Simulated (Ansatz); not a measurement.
`Br[SiH2]Br` and `C[SiH](Br)Br` differ in one atom or group.

Ansatz, PBE0-D4/def2-TZVP geometries, multiplicity 1. 

Scalar relativity is left out up to krypton.

| property | `Br[SiH2]Br` |
| --- | --- |
| HOMO–LUMO gap (PBE/def2-TZVPP) / eV | 5.84 |
| HOMO energy (ωB97M-V/def2-TZVPP) / eV | -10.83 |
| HOMO energy (B3LYP/def2-TZVPP) / eV | -8.37 |
| LUMO energy (B3LYP/def2-TZVPP) / eV | -0.84 |
| LUMO energy (PBE/def2-TZVPP) / eV | -1.50 |
| size of the dipole moment (B3LYP/def2-TZVPP) / D | 1.07 |

(1) Give the same properties after the change, and the shifts. (Best estimate.)

Results:

(1) The calculation gave: 
```tsv
property	`C[SiH](Br)Br`	shift
HOMO–LUMO gap (PBE/def2-TZVPP) / eV	6.03	0.19
HOMO energy (ωB97M-V/def2-TZVPP) / eV	-10.60	0.23
HOMO energy (B3LYP/def2-TZVPP) / eV	-8.14	0.23
LUMO energy (B3LYP/def2-TZVPP) / eV	-0.44	0.40
LUMO energy (PBE/def2-TZVPP) / eV	-1.12	0.38
size of the dipole moment (B3LYP/def2-TZVPP) / D	1.98	0.91
```

With PBE0 the HOMO rises by 0.21 eV and the LUMO rises by 0.40 eV, so the gap widens by about 0.19 eV. PBE moves the HOMO by 0.19 eV and ωB97M-V by 0.23 eV. The zero-point energy changes by 75.3 kJ/mol with +9 modes. Dipoles are sizes alone; their direction can turn.

B3LYP here is the variant with VWN-RPA as its local correlation; programs differ in this.

Spin–orbit coupling is left out; it splits and shifts lone-pair levels of the heavy atoms by tenths of an eV.
